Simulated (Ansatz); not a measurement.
A trace of molecular dynamics of ClF$_{2}$HHfO (6 atoms, charge 0, multiplicity 1).

All numbers below come from RKS PBE/def2-SVP (Ansatz 0.2.0).

```yaml
ensemble: NVT, Nosé–Hoover chain
set_temperature: 300 K
thermostat: time constant 100 fs, chain length 3 (defaults)
seed: 148800
```

| time (fs) | T (K) | potential energy less start (eV) | conserved less start (meV/atom) |
| --- | --- | --- | --- |
| 0 | 300 | 0.000 | 0.00 |
| 4 | 288 | 0.007 | 0.14 |
| 8 | 279 | 0.012 | 0.16 |
| 12 | 289 | 0.007 | 0.28 |
| 16 | 343 | -0.020 | 0.30 |
| 20 | 394 | -0.046 | 0.33 |
| 24 | 430 | -0.065 | 0.39 |
| 28 | 427 | -0.064 | 0.36 |
| 32 | 415 | -0.059 | 0.38 |
| 36 | 396 | -0.050 | 0.33 |
| 40 | 400 | -0.054 | 0.26 |
| 44 | 407 | -0.060 | 0.22 |
| 48 | 412 | -0.066 | 0.09 |
| 52 | 378 | -0.050 | 0.10 |
| 56 | 318 | -0.022 | -0.01 |
| 60 | 250 | 0.012 | 0.02 |
| 64 | 209 | 0.032 | -0.02 |
| 68 | 193 | 0.039 | -0.03 |
| 72 | 182 | 0.044 | 0.03 |
| 76 | 168 | 0.050 | 0.01 |
| 80 | 140 | 0.065 | 0.14 |
| 84 | 120 | 0.075 | 0.14 |
| 88 | 107 | 0.082 | 0.25 |
| 92 | 126 | 0.072 | 0.29 |
| 96 | 166 | 0.051 | 0.32 |
| 100 | 221 | 0.023 | 0.36 |

Q: Can this run be trusted? Judge the integration.

A: The conserved energy stayed within 0.42 meV per atom of its start (net change 0.36 meV per atom), so the integration is sound. The mean temperature of the second half is 35 % below the set value. A run of 0.1 ps of so small a system gives no equilibrium averages. The time step was 1 fs.

Run time: 6.7 min on 1 thread of Arm Neoverse V2, with other jobs on the host, peak memory 0.18 GiB.
